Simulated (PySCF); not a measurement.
# Iodine: a sound run and one with changed settings

Sound run: I⁺ [Kr] 4d10 5s2 5p4, I²⁺ [Kr] 4d10 5s2 5p3. Computed with PySCF 2.14 in def2-TZVP with the def2 core potential (28 electrons) (6s5p3d2f, 50 functions), with scalar relativity through the core potential. In the sound run the correlated levels freeze 4s2 4p6 4d10 outside the core potential. The sound run starts from symmetry-adapted Hartree-Fock orbitals and uses a fine grid where one is needed.

Changed run: all electrons correlated in a basis built for the valence shell.

```json
{"species": "I⁺", "method": "MP2", "sound run (hartree)": "-296.39512", "changed run (hartree)": "-296.83284", "converged": "yes"}
{"species": "I²⁺", "method": "MP2", "sound run (hartree)": "-295.72317", "changed run (hartree)": "-296.15666", "converged": "yes"}
```

Ionisation energy of I⁺:

```
 method  sound run (eV)  changed run (eV)
    UHF          17.688            17.688
    MP2          18.285            18.400
SCS-MP2          18.344            18.420
```

A valence basis has no tight correlating functions, so it recovers only part of the core correlation, and not evenly between atom and ion.

For comparison, NIST gives 19.131 eV between the lowest levels.
